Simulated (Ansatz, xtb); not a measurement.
Breaking the C2–H3 bond in C2H6Sn (SMILES [CH3][Sn][CH3]) (multiplicity 1 held, fragments rigid). Energies count from the point at 1.094 Å.
Geometry at that point (charge 0, multiplicity 1):
```
atom    x (Å)    y (Å)    z (Å)
----  -------  -------  -------
Sn     0.1105  -0.0564   0.4115
C      0.4889   1.5448  -1.0685
H     -0.4678   1.9378  -1.4244
H      1.0071   1.1195  -1.9327
H      1.0825   2.3634  -0.6637
C     -1.0545  -1.2560  -1.0381
H     -0.4261  -1.4813  -1.9044
H     -1.9010  -0.6630  -1.3961
H     -1.4257  -2.1881  -0.6143
```

Restricted levels (R-, RO-) in cc, def2 and unpolarised 6-31G sets keep to the state of the molecule at rest. U- levels take the lowest unrestricted solution at each point, which mixes spins at long bonds. Active spaces are followed from a long bond inwards. Curves can end on different states.

Frozen-core correlation. Filled d and f shells under p-block atoms count as core.

Run with Ansatz (Gaussian orbitals); xtb for the GFN methods.  In def2 rows elements past Kr take small-core potentials, without spin–orbit coupling. The GFN methods have no spin term and hold the electronic entropy of 300 K.

Energies in kJ/mol.

```
R (Å)  GFN2-xTB  R-MP2/def2-SVP  U-CCSD/def2-SVP  R-CCSD(T)/def2-SVP  CASSCF(2,2)/def2-SVP  FIC-MRCISD+Q on CASSCF(2,2)/def2-SVP
-----  --------  --------------  ---------------  ------------------  --------------------  ------------------------------------
0.875       114             136              136                 137                   142                                   137
0.984        21              29               29                  30                    32                                    30
1.094         0               0                0                   0                     0                                     0
1.203        15              14               13                  12                     9                                    12
1.312        47              50               48                  46                    40                                    47
1.477       106             121              117                 114                   101                                   114
1.641       168             198              189                 184                   165                                   184
1.914       261             315              299                 285                   257                                   284
2.187       335             410              377                 355                   323                                   355
2.516       400             494              424                 401                   370                                   406
2.953       455             566              441                 411                   398                                   436
3.500       491             607              446                 384                   408                                   448
```

Doubts at one or more of the structures used: a restricted determinant that unrestricted orbitals would lower (R-MP2/def2-SVP, R-CCSD(T)/def2-SVP); a spin-contaminated determinant (U-CCSD/def2-SVP); T1 above 0.05 (U-CCSD/def2-SVP, R-CCSD(T)/def2-SVP); the program's own flag: large difference (U-CCSD/def2-SVP); other coupled-cluster roots lie near (R-CCSD(T)/def2-SVP).

Ansatz is a quantum-chemistry and plane-wave program.
